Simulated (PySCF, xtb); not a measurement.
C₆H₃FSi, SMILES C#C[Si](F)(C#C)C#C.

GFN2-xTB run with xtb 6.7.1 at its own geometry gives an orbital gap of 5.13 eV and a dipole moment of 1.97 D.

Geometry optimised at PBE-D3(BJ)/def2-SVP.

Q: What does PBE/def2-TZVP run with PySCF give? (An estimate is asked for; the answer gives what the named calculation found.)

A: gap 4.68 eV (levels -7.15 and -2.47 eV), dipole 2.18 D.
